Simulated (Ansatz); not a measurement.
Consider the ligand exchange at the Si–C bond: `CC([SiH3])Br` + `BS` → `BS[SiH3]` + `CCBr`.

Calculated with Ansatz (gas phase, PBE0-D4/def2-TZVP geometries, no zero-point term in ΔE). CCSD(T)/CBS is the MP2 limit (def2-TZVPP, def2-QZVPP) plus CCSD(T) − MP2 in def2-TZVPP, frozen cores. This one scheme is used for every species. Functionals use def2-TZVPP. B3LYP here is the variant with VWN-RPA as its local correlation; programs differ in this. For Br outer-core shells are correlated without core-valence functions, which leaves a few kJ/mol of doubt a bond. Scalar relativity is left out up to krypton.

Task: Is it downhill or uphill in electronic energy at CCSD(T)/CBS, and by how much? (Best estimate.)

Result: Computed: Downhill: ΔE = -57.1 kJ/mol.

Task: What do these levels give: LDA (SPW92), PBE-D4, r2SCANh-D4, r2SCAN0-D4, BHLYP-D4, ωB97X-V, BLYP, r2SCAN, PBE0, B3LYP, CCSD(T)/def2-TZVPP, MP2/def2-QZVPP? (Estimate.)

Result: Computed: LDA (SPW92) -52.4, PBE-D4 -58.0, r2SCANh-D4 -60.7, r2SCAN0-D4 -61.6, BHLYP-D4 -60.1, ωB97X-V -58.1, BLYP -60.6, r2SCAN -60.8, PBE0 -62.5, B3LYP -61.7, CCSD(T)/def2-TZVPP -55.6, MP2/def2-QZVPP -59.0 kJ/mol.

Largest T1 diagnostic among the species: 0.015.

The D4 term adds +3.9 kJ/mol with B3LYP and +2.2 kJ/mol with PBE0; it sums over pairs of atoms, weighted by their polarisabilities, and B3LYP, whose exchange is more repulsive, gets the larger term. In def2-TZVPP, CCSD(T) changes the Hartree–Fock value by +12.2 kJ/mol (the triples alone add +1.1 kJ/mol) and MP2 by +9.8 kJ/mol.
